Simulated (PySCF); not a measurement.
Species: C7H13NSi.
Numbering: `[CH3:1][C:2]#[C:3][C@H:4]1[CH2:5][CH2:6][N:7]([SiH3:8])[CH2:9]1` (hydrogens: H10, H11, H12 on C1; H13 on C4; H14, H15 on C5; H16, H17 on C6; H18, H19, H20 on Si8; H21, H22 on C9)

The same species was optimised twice, with GFN2-xTB and with PBE0-D3(BJ)/def2-SVP (PySCF), and the same property calculations (PySCF, gas phase) were run on both structures.

```tsv
coordinate	GFN2-xTB	PBE0-D3(BJ)/def2-SVP	change
N7–Si8 (Å)	1.710	1.731	+0.021
C2≡C3 (Å)	1.199	1.213	+0.014
C4–C9 (Å)	1.550	1.560	+0.010
C3–C4 (Å)	1.450	1.459	+0.009
C1–C2 (Å)	1.448	1.454	+0.006
C4–C5 (Å)	1.545	1.551	+0.006
C6–N7 (Å)	1.442	1.447	+0.005
N7–C9 (Å)	1.442	1.447	+0.005
C5–C6 (Å)	1.528	1.525	-0.003
C3–C4–C5 (°)	111.8	113.4	+1.6
C6–N7–C9 (°)	106.5	107.5	+1.0
C2–C3–C4 (°)	178.2	179.1	+0.9
C3–C4–C9 (°)	111.3	112.2	+0.9
C5–C6–N7 (°)	103.2	102.6	-0.6
C4–C9–N7 (°)	105.5	104.9	-0.6
C1–C2–C3 (°)	179.2	179.6	+0.4
C4–C5–C6 (°)	103.3	103.8	+0.5
```

Rotational constants: A = 3461, B = 595.6, C = 559.5 MHz (GFN2-xTB) against A = 3467, B = 581.2, C = 545.4 MHz (PBE0-D3(BJ)/def2-SVP). Point groups within 0.08 Å: C1 and C1.

On the GFN2-xTB structure: HOMO (eV) -6.33 [PBE0/pcSseg-1]; LUMO (eV) 0.71 [PBE0/pcSseg-1]; dipole (D) 1.05 [PBE0/pcSseg-1]; GIAO shielding of C1 (ppm) 182.1 [PBE0/pcSseg-1]; GIAO shielding of C2 (ppm) 103.4 [PBE0/pcSseg-1]; GIAO shielding of C3 (ppm) 96.1 [PBE0/pcSseg-1]; GIAO shielding of C4 (ppm) 156.2 [PBE0/pcSseg-1]; GIAO shielding of C5 (ppm) 146.5 [PBE0/pcSseg-1]; GIAO shielding of C6 (ppm) 134.2 [PBE0/pcSseg-1]; GIAO shielding of N7 (ppm) 227.5 [PBE0/pcSseg-1]; GIAO shielding of Si8 (ppm) 408.3 [PBE0/pcSseg-1].

Task: What do these properties become on the PBE0-D3(BJ)/def2-SVP structure?

Result: 
| property | level | on GFN2-xTB | on PBE0-D3(BJ)/def2-SVP | change |
| --- | --- | --- | --- | --- |
| HOMO (eV) | PBE0/pcSseg-1 | -6.33 | -6.38 | -0.05 |
| LUMO (eV) | PBE0/pcSseg-1 | 0.71 | 0.71 | 0.00 |
| dipole (D) | PBE0/pcSseg-1 | 1.05 | 1.19 | +0.14 |
| energy, GFN2-xTB geometry as zero (kcal/mol) | PBE0/pcSseg-1 | 0.0 | -1.3 | -1.3 |
| GIAO shielding of C1 (ppm) | PBE0/pcSseg-1 | 182.1 | 179.7 | -2.4 |
| GIAO shielding of C2 (ppm) | PBE0/pcSseg-1 | 103.4 | 102.1 | -1.3 |
| GIAO shielding of C3 (ppm) | PBE0/pcSseg-1 | 96.1 | 95.3 | -0.8 |
| GIAO shielding of C4 (ppm) | PBE0/pcSseg-1 | 156.2 | 153.6 | -2.6 |
| GIAO shielding of C5 (ppm) | PBE0/pcSseg-1 | 146.5 | 145.6 | -0.9 |
| GIAO shielding of C6 (ppm) | PBE0/pcSseg-1 | 134.2 | 133.0 | -1.2 |
| GIAO shielding of N7 (ppm) | PBE0/pcSseg-1 | 227.5 | 226.7 | -0.8 |
| GIAO shielding of Si8 (ppm) | PBE0/pcSseg-1 | 408.3 | 407.0 | -1.3 |

The heavy atoms differ by 0.036 Å rms after alignment. Among bonds between heavy atoms N7–Si8 changes most (+0.021 Å). Changes are differences of the printed values. Neither structure is proved a minimum here.
